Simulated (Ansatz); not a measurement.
Species: C2H3BO, SMILES `OB1C=C1` (H–O–B–C torsion 180°) (charge 0, multiplicity 1).

Give a relaxed geometry from PBE-D3(BJ)/def2-TZVP run with Ansatz (a quantum-chemistry and plane-wave program).

Several could match; the one computed here: the end point of this relaxation, one of several conformers (outside a Z-matrix the atoms follow the SMILES, hydrogens last).
Bonds (Å): O1–B2 1.362, O1–H5 0.971, B2–C3 1.480, B2–C4 1.485, C3–C4 1.362, C3–H6 1.090, C4–H7 1.091. Angles (°): B2–O1–H5 112.4, O1–B2–C3 150.2, O1–B2–C4 155.1, C3–B2–C4 54.7, B2–C3–C4 62.9, B2–C3–H6 160.3, C4–C3–H6 136.9, B2–C4–C3 62.5, B2–C4–H7 160.8, C3–C4–H7 136.8.
